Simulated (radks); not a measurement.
The krypton ion Kr2+ inside a hard spherical wall (all orbitals vanish at R), configuration held at [Ar] 3d10 4s2 4p4 and not refilled when levels cross. Calculated with a radial shooting solver on a logarithmic mesh with Libxc functionals: scalar-relativistic Kohn-Sham, r2SCAN, spin-polarised, spherical densities, finite nucleus; open shells are filled with parallel spins first; meta-GGA in the generalised Kohn-Sham scheme; Fermi nuclear charge, rms radius 4.1884 fm. Eigenvalues in eV for spin up, with the zero of energy where the potential of the charges vanishes at infinity; a dash marks a level that is unbound or too diffuse for the functional's potential to be trusted. A positive occupied level is held by the wall or, in an anion where self-interaction has pushed it up, behind a barrier. The pressure on the wall is -dE/dV.

| R (bohr) | E (hartree) | kinetic (hartree) | e(3p) | e(3d) | e(4s) | e(4p) | e(4d, empty) | e(5s, empty) | pressure (GPa) |
|---|---|---|---|---|---|---|---|---|---|
| free | -2789.29503 | 2853.259 | -225.22 | -108.46 | -48.162 | -32.459 | -11.846 | - | 0 |
| 20 | -2789.29503 | 2853.259 | -225.22 | -108.46 | -48.162 | -32.459 | -11.846 | - | < 0.0001 |
| 15 | -2789.29503 | 2853.259 | -225.22 | -108.46 | -48.162 | -32.459 | -11.846 | - | < 0.0001 |
| 12 | -2789.29503 | 2853.259 | -225.22 | -108.46 | -48.162 | -32.459 | -11.846 | - | < 0.0001 |
| 10 | -2789.29503 | 2853.259 | -225.22 | -108.46 | -48.162 | -32.459 | -11.846 | -11.277 | < 0.0001 |
| 4 | -2789.24519 | 2853.695 | -224.06 | -107.31 | -47.347 | -31.491 | -8.770 | 0.235 | 17.8 |
| 2.5 | -2787.51288 | 2862.116 | -210.36 | -93.836 | -34.767 | -15.676 | 16.548 | 73.068 | 1600 |
| 1.5 | -2766.11100 | 2932.531 | -156.01 | -38.495 | 73.084 | 105.43 | 155.97 | 442.85 | 71100 |
